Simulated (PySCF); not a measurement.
PySCF input (BP86/def2-SVP):

```python
from pyscf import gto, dft

mol = gto.M(
    atom='''
    Pb   -0.00000000   -0.00000000   -0.17080970
    O     0.00000000    0.00000000    1.75079948
    ''',
    basis='def2-svp',
    ecp='def2-svp',
    charge=0,
    spin=0,
    verbose=4,
)

mf = dft.RKS(mol, xc='bp86')
mf.grids.level = 3
mf.conv_tol = 1e-9
mf.max_cycle = 100
mf.max_memory = 1500
mf.kernel()
if not mf.converged:
    mf = mf.newton()
    mf.kernel(mf.make_rdm1())
mf.dip_moment()
```

From the last part of the output:

```
SCF conv_tol = 1e-09
SCF conv_tol_grad = None
SCF max_cycles = 100
direct_scf = True
direct_scf_tol = 1e-13
XC library pyscf.dft.libxc version 7.1.2
    S. Lehtola, C. Steigemann, M. J. T. Oliveira, and M. A. L. Marques,  SoftwareX 7, 1–5 (2018)
XC functionals = bp86
    A. D. Becke,  Phys. Rev. A 38, 3098 (1988)
    J. P. Perdew,  Phys. Rev. B 33, 8822 (1986)
    J. P. Perdew,  Phys. Rev. B 34, 7406–7406 (1986)
radial grids:
    Treutler-Ahlrichs [JCP 102, 346 (1995); DOI:10.1063/1.469408] (M4) radial grids

becke partition: Becke, JCP 88, 2547 (1988); DOI:10.1063/1.454033
pruning grids: <function nwchem_prune>
grids dens level: 3
symmetrized grids: False
atomic radii adjust function: <function treutler_atomic_radii_adjust>
small_rho_cutoff = 0
Set gradient conv threshold to 3.16228e-05
Initial guess from minao.
tot grids = 37312
init E= -244.500559999352
  HOMO = -0.799153512206413  LUMO = -0.677817774425198  gap/eV = 3.30171
cycle= 1 E= -267.632596239141  delta_E= -23.1  |g|= 1.54  |ddm|= 13.2
  HOMO = -0.142043252115894  LUMO = -0.00114153378074722  gap/eV = 3.83413
cycle= 2 E= -267.547014315483  delta_E= 0.0856  |g|= 1.67  |ddm|= 5.52
  HOMO = -0.131376449433464  LUMO = -0.0315786735740616  gap/eV = 2.71564
cycle= 3 E= -265.934688693224  delta_E= 1.61  |g|= 2.71  |ddm|= 3.27
  HOMO = -0.224694586497733  LUMO = -0.097287509264979  gap/eV = 3.46692
cycle= 4 E= -268.161724171252  delta_E= -2.23  |g|= 0.106  |ddm|= 1.96
  HOMO = -0.220331336571231  LUMO = -0.103592274923314  gap/eV = 3.17663
cycle= 5 E= -268.159920887336  delta_E= 0.0018  |g|= 0.162  |ddm|= 0.293
  HOMO = -0.221498458788211  LUMO = -0.104001350206414  gap/eV = 3.19726
cycle= 6 E= -268.164315029483  delta_E= -0.00439  |g|= 0.104  |ddm|= 0.0589
  HOMO = -0.22285327468112  LUMO = -0.104478672844488  gap/eV = 3.22114
cycle= 7 E= -268.165580632406  delta_E= -0.00127  |g|= 0.0758  |ddm|= 0.0198
  HOMO = -0.225658654758011  LUMO = -0.105031574576697  gap/eV = 3.28243
cycle= 8 E= -268.167082175533  delta_E= -0.0015  |g|= 0.00484  |ddm|= 0.0619
  HOMO = -0.225401878897151  LUMO = -0.104873260920304  gap/eV = 3.27975
cycle= 9 E= -268.167087228401  delta_E= -5.05e-06  |g|= 0.000504  |ddm|= 0.00283
  HOMO = -0.225393780291793  LUMO = -0.104881037518281  gap/eV = 3.27932
cycle= 10 E= -268.167087289183  delta_E= -6.08e-08  |g|= 2.86e-05  |ddm|= 0.000407
  HOMO = -0.225397182009673  LUMO = -0.104883538197237  gap/eV = 3.27934
cycle= 11 E= -268.167087289377  delta_E= -1.94e-10  |g|= 3.72e-06  |ddm|= 3.33e-05
  HOMO = -0.225398417693809  LUMO = -0.104883879321285  gap/eV = 3.27937
Extra cycle  E= -268.167087289193  delta_E= 1.83e-10  |g|= 2.81e-05  |ddm|= 2.16e-05
converged SCF energy = -268.167087289193
Dipole moment(X, Y, Z, Debye):  0.00000,  0.00000, -3.74778
```

The geometry given is a B3LYP-D3(BJ)/def2-TZVP minimum.
